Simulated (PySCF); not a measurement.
W(NH)(S)(OH)(SH) (H₃NOS₂W), SMILES [NH]=[W]([OH])(=[S])[SH], multiplicity 1. Geometry: PBE0-D3(BJ)/def2-SVP. The multiplicity is an assumed one; no other spin state was optimised. The structure was generated by enumeration; whether it is a known compound was not checked. The def2 effective core potentials stand for the cores of W; spin–orbit coupling is left out. One conformer was computed; it need not be the lowest.

Calculation: PBE0-D3(BJ)/def2-SVP (PySCF 2.14.0).

Harmonic wavenumbers (cm⁻¹): 137, 153, 186, 216, 233, 312, 337, 391, 529, 568, 610, 653, 683, 739, 1028, 2690, 3642, 3914. Rotational constants (GHz): 2.368, 1.719, 1.397; symmetry number 1.

Question: Work out the zero-point energy and the ideal-gas rigid-rotor harmonic-oscillator thermochemistry at 298.15 K and 1 atm.

Answer: ZPE = ½ Σ hcν = ½ × 17019 cm⁻¹ = 24.33 kcal/mol. H − E(el) = 29.81 kcal/mol. Entropy in cal/(mol K): translation 42.80, rotation 28.43, vibration 17.76, total 88.98. G − E(el) = 3.28 kcal/mol. Cp = 28.16 cal/(mol K). Modes under 150 cm⁻¹ make the vibrational entropy uncertain.
